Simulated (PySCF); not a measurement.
## Ir⁶⁵⁺: ionisation energy

Ir⁶⁵⁺ [Ne] 3s2 → Ir⁶⁶⁺ [Ne] 3s1 [3s1/2^1, M_J = 1/2], as a difference of total energies. All numbers are calculated (PySCF 2.14, the two-component X2C-1e Hamiltonian, in an even-tempered Gaussian basis (17 s from 22 bohr⁻², ratio 2.4; 14 p from 29 bohr⁻², ratio 2.4; 4 d from 92 bohr⁻², ratio 2.6; 4 f from 140 bohr⁻², ratio 2.6)). Correlated levels: 1s2 frozen; the 46 highest virtual spinors dropped. "Screened" scales the spin-orbit matrix elements by Boettger's factors to mimic the two-electron term; Breit and QED terms are absent.

```
                    method  ionisation energy (eV)
           GHF (spin-free)                  7718.0
          GMP2 (spin-free)                  7721.3
 GHF (screened spin-orbit)                  7717.2
GMP2 (screened spin-orbit)                  7721.0
```

**Question.** How much does correlation contribute at GMP2 (screened spin-orbit)?

**Answer.** 7721.0 − (7717.2) = 3.8 eV, measured against GHF (screened spin-orbit).

Breit and QED terms and the two-electron picture change are absent.

For comparison: 7710 ± 30 eV (theoretical estimate listed by NIST; NIST Atomic Spectra Database, ionization energies).
